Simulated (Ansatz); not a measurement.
Job for Ansatz (a quantum-chemistry and plane-wave program): R-B3LYP-D3(BJ)/def2-TZVP on GaH4IO (a complex). Elements past Kr take the def2 small-core potentials; no spin–orbit coupling.

Ansatz 0.2 input:
```yaml
crystal:
  periodic: [false, false, false]
  atoms:
    - {symbol: Ga, position_ang: [-0.06816425, -1.11661077, 1.39793394]}
    - {symbol: I, position_ang: [0.02522563, 0.94290460, -0.00934883]}
    - {symbol: H, position_ang: [1.26406073, -1.85059386, 1.65633318]}
    - {symbol: H, position_ang: [-1.41507402, -1.86656493, 1.46358008]}
    - {symbol: O, position_ang: [-0.21427285, -0.09580766, 3.33425174]}
    - {symbol: H, position_ang: [-0.22210436, 0.86596933, 3.43591636]}
    - {symbol: H, position_ang: [-0.27916850, -0.51202159, 4.20248114]}
basis:
  gaussian:
    orbitals: def2-TZVP
hamiltonian:
  xc: b3lyp
  dispersion: d3bj
relax: {f_tol: 0.004, max_steps: 120}
scf: {lower_state_search: off}
```

It printed:

```
WARN ansatz: RAYON_NUM_THREADS=1 ignored (pool sized by the plan → 1); use --threads N
Functional definition: B3LYP
these checks for a lower state are left out or cut short: stability, starts, cluster_reference, orbital_swaps, neighbouring_geometries, increment
integrals: 0.08 GiB planned
1141 factors; their error is unknown
mean field: 0.70 GiB planned
mean field evaluation 1: about -62593.0326 eV, gradient 5.6e1 eV
mean field evaluation 2: about -62586.4579 eV, gradient 8.6e1 eV
mean field evaluation 4: about -62597.5197 eV, gradient 3.5e0 eV
mean field evaluation 8: about -62597.5300 eV, gradient 4.7e-2 eV
mean field evaluation 16: about -62597.8978 eV, gradient 4.0e-3 eV
mean field -62597.89778156 eV, -2300.4303130932 hartree, gradient 5.2e-6 eV, S^2 0.000000; 0 other end points of the search recorded, 0 dependent functions left out
the calculation of the forces begins
reference -62597.89803039 eV, -2300.4303222375 hartree; 34, 34 occupied and 119, 119 virtual orbitals, 1141 factors
relax step   1: F+E_penalty+E_count = -62598.14365026 eV  Δ(F+E_penalty+E_count) = +0.000e0 eV  max|allowed force component| = 4.880e-1 eV/Å  Δτ_max = 0.0000 Å  (19 SCF iters, accepted)
these checks for a lower state are left out or cut short: stability, starts, cluster_reference, orbital_swaps, neighbouring_geometries, increment
integrals: 0.08 GiB planned
1141 factors; their error is unknown
mean field: 0.70 GiB planned
mean field -62597.94424051 eV, -2300.4320204282 hartree, gradient 9.2e-7 eV, S^2 0.000000; 0 other end points of the search recorded, 0 dependent functions left out
the calculation of the forces begins
reference -62597.94448860 eV, -2300.4320295453 hartree; 34, 34 occupied and 119, 119 virtual orbitals, 1141 factors
relax step   2: F+E_penalty+E_count = -62598.19080121 eV  Δ(F+E_penalty+E_count) = -4.715e-2 eV  max|allowed force component| = 1.486e-1 eV/Å  Δτ_max = 0.0855 Å  (21 SCF iters, accepted)
these checks for a lower state are left out or cut short: stability, starts, cluster_reference, orbital_swaps, neighbouring_geometries, increment
integrals: 0.08 GiB planned
1141 factors; their error is unknown
mean field: 0.70 GiB planned
mean field evaluation 32: about -62597.9483 eV, gradient 6.1e-1 eV
mean field -62597.94859397 eV, -2300.4321804148 hartree, gradient 2.1e-6 eV, S^2 0.000000; 0 other end points of the search recorded, 0 dependent functions left out
the calculation of the forces begins
reference -62597.94884165 eV, -2300.4321895171 hartree; 34, 34 occupied and 119, 119 virtual orbitals, 1141 factors
relax step   3: F+E_penalty+E_count = -62598.19802831 eV  Δ(F+E_penalty+E_count) = -7.227e-3 eV  max|allowed force component| = 1.450e-1 eV/Å  Δτ_max = 0.0617 Å  (19 SCF iters, accepted)
these checks for a lower state are left out or cut short: stability, starts, cluster_reference, orbital_swaps, neighbouring_geometries, increment
integrals: 0.08 GiB planned
1141 factors; their error is unknown
mean field: 0.70 GiB planned
mean field -62597.95148272 eV, -2300.4322865747 hartree, gradient 2.4e-6 eV, S^2 0.000000; 0 other end points of the search recorded, 0 dependent functions left out
the calculation of the forces begins
reference -62597.95173022 eV, -2300.4322956700 hartree; 34, 34 occupied and 119, 119 virtual orbitals, 1141 factors
relax step   4: F+E_penalty+E_count = -62598.20338639 eV  Δ(F+E_penalty+E_count) = -5.358e-3 eV  max|allowed force component| = 2.104e-1 eV/Å  Δτ_max = 0.0890 Å  (19 SCF iters, accepted)
these checks for a lower state are left out or cut short: stability, starts, cluster_reference, orbital_swaps, neighbouring_geometries, increment
integrals: 0.08 GiB planned
1141 factors; their error is unknown
mean field: 0.71 GiB planned
mean field -62597.95186289 eV, -2300.4323005456 hartree, gradient 1.9e-6 eV, S^2 0.000000; 0 other end points of the search recorded, 0 dependent functions left out
the calculation of the forces begins
reference -62597.95211044 eV, -2300.4323096429 hartree; 34, 34 occupied and 119, 119 virtual orbitals, 1141 factors
relax step   5: F+E_penalty+E_count = -62598.20463903 eV  Δ(F+E_penalty+E_count) = -1.253e-3 eV  max|allowed force component| = 5.537e-2 eV/Å  Δτ_max = 0.0225 Å  (21 SCF iters, accepted)
these checks for a lower state are left out or cut short: stability, starts, cluster_reference, orbital_swaps, neighbouring_geometries, increment
integrals: 0.08 GiB planned
1141 factors; their error is unknown
mean field: 0.71 GiB plan
[...]
p  12: F+E_penalty+E_count = -62598.27009403 eV  Δ(F+E_penalty+E_count) = -1.225e-3 eV  max|allowed force component| = 1.952e-2 eV/Å  Δτ_max = 0.0148 Å  (21 SCF iters, accepted)
these checks for a lower state are left out or cut short: stability, starts, cluster_reference, orbital_swaps, neighbouring_geometries, increment
integrals: 0.08 GiB planned
1141 factors; their error is unknown
mean field: 0.71 GiB planned
mean field -62598.01387590 eV, -2300.4345794817 hartree, gradient 2.2e-6 eV, S^2 0.000000; 0 other end points of the search recorded, 0 dependent functions left out
the calculation of the forces begins
reference -62598.01412203 eV, -2300.4345885268 hartree; 34, 34 occupied and 119, 119 virtual orbitals, 1141 factors
relax step  13: F+E_penalty+E_count = -62598.27232572 eV  Δ(F+E_penalty+E_count) = -2.232e-3 eV  max|allowed force component| = 1.339e-2 eV/Å  Δτ_max = 0.0677 Å  (19 SCF iters, accepted)
these checks for a lower state are left out or cut short: stability, starts, cluster_reference, orbital_swaps, neighbouring_geometries, increment
integrals: 0.08 GiB planned
1141 factors; their error is unknown
mean field: 0.71 GiB planned
mean field -62598.00608506 eV, -2300.4342931735 hartree, gradient 2.1e-6 eV, S^2 0.000000; 0 other end points of the search recorded, 0 dependent functions left out
the calculation of the forces begins
reference -62598.00633101 eV, -2300.4343022118 hartree; 34, 34 occupied and 119, 119 virtual orbitals, 1141 factors
relax step  14: F+E_penalty+E_count = -62598.26446581 eV  Δ(F+E_penalty+E_count) = +7.860e-3 eV  max|allowed force component| = 5.984e-1 eV/Å  Δτ_max = 0.0366 Å  (20 SCF iters, rejected (line search))
these checks for a lower state are left out or cut short: stability, starts, cluster_reference, orbital_swaps, neighbouring_geometries, increment
integrals: 0.08 GiB planned
1141 factors; their error is unknown
mean field: 0.71 GiB planned
mean field -62598.01424856 eV, -2300.4345931765 hartree, gradient 2.1e-6 eV, S^2 0.000000; 0 other end points of the search recorded, 0 dependent functions left out
the calculation of the forces begins
reference -62598.01449465 eV, -2300.4346022204 hartree; 34, 34 occupied and 119, 119 virtual orbitals, 1141 factors
relax step  15: F+E_penalty+E_count = -62598.27275060 eV  Δ(F+E_penalty+E_count) = -4.249e-4 eV  max|allowed force component| = 1.029e-2 eV/Å  Δτ_max = 0.0183 Å  (21 SCF iters, accepted)
these checks for a lower state are left out or cut short: stability, starts, cluster_reference, orbital_swaps, neighbouring_geometries, increment
integrals: 0.08 GiB planned
1141 factors; their error is unknown
mean field: 0.71 GiB planned
mean field evaluation 128: about -62598.0150 eV, gradient 2.3e-6 eV
mean field -62598.01499176 eV, -2300.4346204887 hartree, gradient 2.3e-6 eV, S^2 0.000000; 0 other end points of the search recorded, 0 dependent functions left out
the calculation of the forces begins
reference -62598.01523785 eV, -2300.4346295324 hartree; 34, 34 occupied and 119, 119 virtual orbitals, 1141 factors
relax step  16: F+E_penalty+E_count = -62598.27295215 eV  Δ(F+E_penalty+E_count) = -2.016e-4 eV  max|allowed force component| = 1.328e-1 eV/Å  Δτ_max = 0.0748 Å  (19 SCF iters, accepted)
these checks for a lower state are left out or cut short: stability, starts, cluster_reference, orbital_swaps, neighbouring_geometries, increment
integrals: 0.08 GiB planned
1141 factors; their error is unknown
mean field: 0.71 GiB planned
mean field -62598.01506123 eV, -2300.4346230416 hartree, gradient 2.1e-6 eV, S^2 0.000000; 0 other end points of the search recorded, 0 dependent functions left out
the calculation of the forces begins
reference -62598.01530715 eV, -2300.4346320790 hartree; 34, 34 occupied and 119, 119 virtual orbitals, 1141 factors
relax step  17: F+E_penalty+E_count = -62598.27375959 eV  Δ(F+E_penalty+E_count) = -8.074e-4 eV  max|allowed force component| = 7.515e-3 eV/Å  Δτ_max = 0.0153 Å  (21 SCF iters, accepted)
these checks for a lower state are left out or cut short: stability, starts, cluster_reference, orbital_swaps, neighbouring_geometries, increment
integrals: 0.08 GiB planned
1141 factors; their error is unknown
mean field: 0.71 GiB planned
mean field -62598.01524805 eV, -2300.4346299073 hartree, gradient 2.1e-6 eV, S^2 0.000000; 0 other end points of the search recorded, 0 dependent functions left out
the calculation of the forces begins
reference -62598.01549401 eV, -2300.4346389459 hartree; 34, 34 occupied and 119, 119 virtual orbitals, 1141 factors
relax step  18: F+E_penalty+E_count = -62598.27382095 eV  Δ(F+E_penalty+E_count) = -6.136e-5 eV  max|allowed force component| = 5.781e-3 eV/Å  Δτ_max = 0.0143 Å  (21 SCF iters, accepted)
these checks for a lower state are left out or cut short: stability, starts, cluster_reference, orbital_swaps, neighbouring_geometries, increment
integrals: 0.08 GiB planned
1141 factors; their error is unknown
mean field: 0.71 GiB planned
mean field -62598.01518283 eV, -2300.4346275103 hartree, gradient 2.1e-6 eV, S^2 0.000000; 0 other end points of the search recorded, 0 dependent functions left out
the calculation of the forces begins
reference -62598.01542879 eV, -2300.4346365492 hartree; 34, 34 occupied and 119, 119 virtual orbitals, 1141 factors
relax step  19: F+E_penalty+E_count = -62598.27380416 eV  Δ(F+E_penalty+E_count) = +1.679e-5 eV  max|allowed force component| = 1.859e-2 eV/Å  Δτ_max = 0.0175 Å  (21 SCF iters, rejected (line search))
these checks for a lower state are left out or cut short: stability, starts, cluster_reference, orbital_swaps, neighbouring_geometries, increment
integrals: 0.08 GiB planned
1141 factors; their error is unknown
mean field: 0.71 GiB planned
mean field -62598.01521116 eV, -2300.4346285516 hartree, gradient 2.1e-6 eV, S^2 0.000000; 0 other end points of the search recorded, 0 dependent functions left out
the calculation of the forces begins
reference -62598.01545711 eV, -2300.4346375898 hartree; 34, 34 occupied and 119, 119 virtual orbitals, 1141 factors
relax step  20: F+E_penalty+E_count = -62598.27384220 eV  Δ(F+E_penalty+E_count) = -2.125e-5 eV  max|allowed force component| = 3.406e-3 eV/Å  Δτ_max = 0.0085 Å  (21 SCF iters, accepted)
these checks for a lower state are left out or cut short: stability, starts, cluster_reference, orbital_swaps, neighbouring_geometries, increment
integrals: 0.08 GiB planned
1141 factors; their error is unknown
mean field: 0.71 GiB planned
mean field evaluation 160: about -62598.0152 eV, gradient 2.5e-4 eV
mean field -62598.01521500 eV, -2300.4346286925 hartree, gradient 2.1e-6 eV, S^2 0.000000; 0 other end points of the search recorded, 0 dependent functions left out
the calculation of the forces begins
reference -62598.01546094 eV, -2300.4346377307 hartree; 34, 34 occupied and 119, 119 virtual orbitals, 1141 factors
relax step  21: F+E_penalty+E_count = -62598.27384805 eV  Δ(F+E_penalty+E_count) = -5.850e-6 eV  max|allowed force component| = 3.710e-3 eV/Å  Δτ_max = 0.0086 Å  (21 SCF iters, accepted)
Total energy: -62598.27409400 eV, -2300.4441423202 hartree
Atom 0 at    -0.027314    -1.206519     1.508932 Å, force    -0.000600    -0.000650     0.000880 eV/Å
Atom 1 at    -0.161804     1.068062     0.284938 Å, force    -0.000017     0.000045     0.000148 eV/Å
Atom 2 at     1.396499    -1.837096     1.483924 Å, force     0.000643     0.000103    -0.000253 eV/Å
Atom 3 at    -1.410627    -1.919618     1.661948 Å, force    -0.000339     0.000203    -0.000380 eV/Å
Atom 4 at     0.000225    -0.213453     3.451955 Å, force    -0.000541     0.003710    -0.000090 eV/Å
Atom 5 at     0.164706     0.715320     3.219984 Å, force     0.000420    -0.002273     0.000234 eV/Å
Atom 6 at    -0.871184    -0.239421     3.869466 Å, force     0.000433    -0.001138    -0.000539 eV/Å
Dipole moment:    -0.201634    -0.016204     0.750061 e Å
Checks for a lower state left out: stability, starts, cluster_reference, orbital_swaps, neighbouring_geometries, increment
```

The calculation finished and met its thresholds.

Cost: roughly 90 core-seconds.
